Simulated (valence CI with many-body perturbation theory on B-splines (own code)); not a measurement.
## E1 transitions of Se¹⁹⁺

Level of theory: relativistic CI+MBPT: five valence electrons over a frozen Dirac-Fock core [Ne], radial functions for each j: 11 s, 11 p, 10 d, 8 f, 5 g, 2 h, with the one-electron correlation potential Σ1 (screened to all orders), the two-electron term Σ2, the three-electron term Σ3, Breit, model QED; selected single and double excitations, second order for the rest, scaled by the run's own slope (own B-spline code, finite nucleus).

No measured levels were compared; by estimate levels of excited configurations hold to 0.05 to 0.15 % of their energy, terms of the ground configuration to about 0.5 %. Among the levels kept, up to 3400 cm⁻¹ of a level comes from second order outside the variational space, and about a tenth of that is noise between levels of different J, which matters for small intervals.

Lines 101 to 150 of 592 in falling wavelength, among levels below 215.15 eV, chosen from the strongest by gf and those to the six lowest levels. Wavelengths and rates use the calculated energies, so an error of 300 cm⁻¹ moves a line at 172.2 Å by 0.052 % and its rate by three times that or more. Electric multipoles are in the length gauge, E1 and E2 with the static RPA response of the core. Weak lines are less certain than strong ones. Lines between different terms over intervals too small for the method are left out, as are lines whose strength nearly cancels. Where a level lies close to another of its J and parity, the split of strength between their lines is uncertain. The highest levels of a list are the least certain.

Names give the largest LS component (configuration and term), which can be under half, so a name can repeat, a term be missing and a line seem to break the LS rules; names also repeat where a configuration has a term twice. Letters in brackets count levels of one name in rising energy.

```tsv
λ vac (Å)	Upper	Lower	A (s⁻¹)	S (a.u.) with core polarisation	S without
172.2	3s 3p3 3d 6D°_7/2	3s 3p4 4P_5/2	5.99e+07	1.21e-03	1.23e-03
171.9	3s 3p3 3d 4D°_7/2 [d]	3s2 3p2 3d 4P_5/2	9.17e+09	1.84e-01	1.89e-01
171.7	3s2 3p 3d2 4D°_5/2 [a]	3s2 3p2 3d 2D_5/2 [c]	1.06e+10	1.58e-01	1.63e-01
171.2	3s 3p3 3d 4D°_7/2 [c]	3s2 3p2 3d 4F_9/2	3.77e+09	7.47e-02	7.69e-02
170.8	3s 3p4 2S_1/2	3s2 3p3 2D°_3/2	1.40e+10	6.90e-02	7.10e-02
170.7	3s 3p3 3d 2G°_9/2 [b]	3s2 3p2 3d 4D_7/2	5.94e+09	1.46e-01	1.50e-01
170.6	3s 3p4 2D_5/2	3s2 3p3 4S°_3/2	1.02e+08	1.50e-03	1.54e-03
170.5	3s 3p3 3d 2P°_1/2	3s2 3p2 3d 2S_1/2	1.07e+10	5.23e-02	5.38e-02
170.3	3s2 3p 3d2 4P°_3/2	3s2 3p2 3d 2P_3/2 [b]	5.56e+09	5.43e-02	5.58e-02
169.9	3s 3p3 3d 4D°_5/2 [c]	3s2 3p2 3d 2F_7/2 [a]	3.39e+09	4.92e-02	5.07e-02
169.7	3s2 3p2 3d 4F_5/2	3s2 3p3 2D°_5/2	3.54e+08	5.13e-03	5.28e-03
169.7	3s 3p3 3d 4D°_7/2 [d]	3s2 3p2 3d 2G_7/2	3.02e+09	5.82e-02	6.00e-02
169.0	3p4 3d 4F_9/2	3s 3p3 3d 4D°_7/2 [a]	5.43e+09	1.29e-01	1.33e-01
168.9	3s2 3p2 3d 4D_3/2	3s2 3p3 2P°_1/2	2.54e+08	2.42e-03	2.49e-03
168.2	3p5 2P°_3/2	3s 3p4 4P_5/2	1.04e+09	9.73e-03	1.00e-02
167.5	3s2 3p2 3d 4F_3/2	3s2 3p3 2D°_3/2	1.95e+09	1.81e-02	1.86e-02
167.4	3s 3p3 3d 2G°_7/2 [b]	3s2 3p2 3d 4D_5/2	6.38e+09	1.18e-01	1.21e-01
166.7	3s2 3p 3d2 2P°_1/2 [a]	3s2 3p2 3d 2D_3/2 [b]	1.73e+10	7.91e-02	8.14e-02
166.2	3s 3p3 3d 4D°_5/2 [c]	3s2 3p2 3d 4F_7/2	9.64e+09	1.31e-01	1.35e-01
165.5	3s 3p3 3d 2F°_7/2 [d]	3s2 3p2 3d 2D_5/2 [a]	9.64e+09	1.72e-01	1.77e-01
165.4	3s2 3p 3d2 4F°_7/2	3s2 3p2 3d 2F_7/2 [b]	2.63e+09	4.70e-02	4.83e-02
165.1	3s 3p3 3d 2F°_5/2 [c]	3s2 3p2 3d 2D_3/2 [a]	6.71e+09	8.94e-02	9.21e-02
164.6	3s2 3p 3d2 4G°_7/2	3s2 3p2 3d 2G_7/2	4.07e+09	7.17e-02	7.38e-02
164.1	3s 3p3 3d 2D°_5/2 [g]	3s2 3p2 3d 2D_5/2 [d]	8.91e+09	1.17e-01	1.20e-01
163.5	3s 3p3 3d 2F°_5/2 [a]	3s2 3p2 3d 4D_5/2	3.75e+09	4.85e-02	4.99e-02
163.5	3s 3p3 3d 2D°_3/2 [f]	3s2 3p2 3d 2D_5/2 [d]	1.77e+10	1.52e-01	1.57e-01
163.2	3s2 3p 3d2 4G°_9/2	3s2 3p2 3d 2G_9/2	2.76e+09	5.93e-02	6.10e-02
162.9	3s 3p3 3d 4D°_7/2 [d]	3s2 3p2 3d 4D_7/2	1.24e+10	2.12e-01	2.18e-01
162.6	3s 3p3 3d 2D°_3/2 [f]	3s2 3p2 3d 2D_3/2 [c]	1.15e+10	9.75e-02	1.00e-01
162.0	3s2 3p2 3d 4F_7/2	3s2 3p3 2D°_5/2	1.57e+08	2.64e-03	2.70e-03
162.0	3s 3p3 3d 2D°_5/2 [f]	3s2 3p2 3d 2F_7/2 [b]	1.35e+10	1.70e-01	1.75e-01
161.8	3p4 3d 2G_7/2	3s 3p3 3d 4D°_5/2 [a]	4.65e+09	7.78e-02	8.00e-02
161.7	3s2 3p 3d2 2F°_7/2 [a]	3s2 3p2 3d 2F_7/2 [b]	5.80e+09	9.70e-02	9.97e-02
161.4	3s 3p3 3d 2P°_3/2 [d]	3s2 3p2 3d 2P_1/2 [b]	9.80e+09	8.13e-02	8.36e-02
161.4	3s 3p3 3d 2G°_7/2 [b]	3s2 3p2 3d 2F_7/2 [a]	8.62e+09	1.43e-01	1.47e-01
161.0	3s 3p3 3d 2P°_3/2 [d]	3s2 3p2 3d 2D_5/2 [b]	5.72e+09	4.72e-02	4.85e-02
160.4	3s 3p4 2P_3/2	3s2 3p3 2P°_3/2	2.29e+09	1.87e-02	1.92e-02
160.3	3s 3p3 3d 2D°_3/2 [b]	3s2 3p2 3d 2F_5/2	6.62e+09	5.38e-02	5.54e-02
159.9	3s2 3p 3d2 4P°_3/2	3s2 3p2 3d 2P_1/2 [b]	8.18e+09	6.61e-02	6.79e-02
159.6	3s2 3p 3d2 4P°_5/2	3s2 3p2 3d 2F_7/2 [b]	1.09e+10	1.31e-01	1.35e-01
158.8	3s 3p3 3d 4D°_5/2 [c]	3s2 3p2 3d 4F_5/2	4.93e+09	5.85e-02	6.02e-02
158.7	3s2 3p2 3d 2F_7/2 [a]	3s2 3p3 2D°_5/2	1.34e+08	2.12e-03	2.17e-03
158.1	3s 3p3 3d 2D°_3/2 [e]	3s2 3p2 3d 2D_5/2 [c]	8.67e+09	6.75e-02	6.95e-02
157.9	3s 3p3 3d 4F°_5/2 [b]	3s2 3p2 3d 2P_3/2 [a]	4.04e+09	4.71e-02	4.85e-02
157.6	3s2 3p2 3d 4D_3/2	3s2 3p3 2D°_5/2	4.56e+09	3.52e-02	3.62e-02
156.9	3s 3p3 3d 2G°_7/2 [b]	3s2 3p2 3d 2F_5/2	8.65e+09	1.32e-01	1.36e-01
156.8	3s 3p3 3d 2F°_7/2 [b]	3s2 3p2 3d 4F_9/2	2.03e+10	3.09e-01	3.18e-01
156.5	3s2 3p2 3d 4D_1/2 [a]	3s2 3p3 2D°_3/2	6.29e+08	2.38e-03	2.45e-03
156.3	3s 3p3 3d 4D°_5/2 [d]	3s2 3p2 3d 4D_5/2	4.07e+09	4.60e-02	4.73e-02
156.1	3s 3p3 3d 2P°_1/2	3s2 3p2 3d 2D_3/2 [b]	1.20e+10	4.51e-02	4.64e-02
```
